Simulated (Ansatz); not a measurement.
Harmonic frequencies (cm⁻¹) at PBE0-D4/def2-TZVP from Ansatz: 139, 268, 305, 367, 704, 769, 828, 841, 947, 979, 2296, 3515.

Each molecule was computed in one conformer, which needn't be the lowest.

Task: Which molecule is it?
A. `[NH][SiH](F)F`•
B. `N[Si](F)F`•
C. `N[Si](F)F`•
D. `[NH2][Ge]([F])[Cl]`•

Result: A.
